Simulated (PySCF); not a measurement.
# La(OH)₃: fields on a plane

Computed with PySCF, PBE0, basis La lcecp-1-TZVP with ECP46, O def2-TZVP, H def2-TZVP (scalar-relativistic core potentials, no spin–orbit coupling, density fitting).

The singlet minimum has La–O 2.169 Å (×3), O–H 0.954 Å (×3); H–O–La 171.6° (×3), O–La–O 116.4° (×3).

The plane holds La1 at (0.00, 0.00), O2 at (2.17, 0.00), O3 at (-0.96, 1.94), H5 at (3.11, 0.04), H6 at (-1.34, 2.81) Å. Columns run from x = -3.45 to 5.55 Å, rows from y = 5.25 (top) to -1.95 Å, in steps of 0.3 Å. Other isomers or separated fragments may lie lower. Core electrons replaced by a potential are absent, the electrostatic potential uses the reduced nuclear charge, and values within about 0.7 Å of such atoms have no physical meaning.

Problem. Give the electron density (e/Å³) (cut at 5 e/Å³). Lower edges of the bins (e/Å³): '0' 0.000, '1' 0.030, '2' 0.076, '3' 0.151, '4' 0.268, '5' 0.455, '6' 0.750, '7' 1.218, '8' 1.960, '9' 3.136; top 5.00.

Solution. 
```
0000000000000000000000000000000
0000000000000000000000000000000
0000000000000000000000000000000
0000000000000000000000000000000
0000000000000000000000000000000
0000000000000000000000000000000
0000011221000000000000000000000
0000023543210000000000000000000
0000135765321000000000000000000
0000136887542100000000000000000
0000146999753100000000000000000
0000247999853100000000000000000
0000136999853210000000000000000
0000135687643211111111000000000
0000123455555432233332100000000
0000012345777753356654310000000
0000001257766775579986531000000
0000001357600675689998742000000
0000001357600675689998742000000
0000001257766775579986431000000
0000001235777754356654210000000
0000011234555532233332100000000
0000011233333211111111000000000
0000011233221100000000000000000
0000001222211000000000000000000
```

Problem. Give the electrostatic potential (V) (cut at 20 V). Lower edges of the bins (V): '0' -1.74, '1' -1.61, '2' -1.41, '3' -1.09, '4' -0.57, '5' 0.24, '6' 1.52, '7' 3.56, '8' 6.78, '9' 11.90; top 20.0.

Solution. 
```
4444444444444444444444444444444
4444444444444444444444444444444
4444555544444444444444444444444
4445555554444444444444444444444
4455555555444444444444444444444
4455556665444444444444444444444
4455567775443334444444444444444
4445678986432333444444444444444
4445579997521233444444444444444
4444569999630233444444444444444
4433458999951344443333444444444
4332248999964455443333444444444
4332027999976665543223344444444
4332004799888876541013444444444
4433334678999987642224455555444
4444445789999998766766666555544
4444556899999999789998886655544
4445567899999999899999997655544
4445567899999999899999997655544
4445567899999999889998876555544
4444556789999998766765555555444
4444445678999987642123445554444
4444334567788876542002344444444
4443333345667766543223344444444
4443322234555655543333344444444
```
